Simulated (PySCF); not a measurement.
# Electron correlation in Ga²⁺ (gallium, charge +2)

[Ar] 3d9 4s2, 2D determinant (an excited configuration). Calculation: PySCF 2.14, in x2c-TZVPPall (6s5p4d1f, 48 functions); the spin-free X2C one-electron Hamiltonian (Gaussian nucleus). Frozen: [Ne]; 19 electrons correlated.

| level | correlation energy (mhartree) |
| --- | --- |
| CCSD | -240.50 |
| (T) | -5.53 |
| CCSD(T) | -246.03 |

Diagnostics: T1 = 0.0067, D1 = 0.0132, largest double amplitude 0.098.

Cost of the coupled-cluster step: about 10 core-seconds, for 19 correlated electrons.

This basis was not built for core-valence correlation, so the inner-shell part is incomplete.
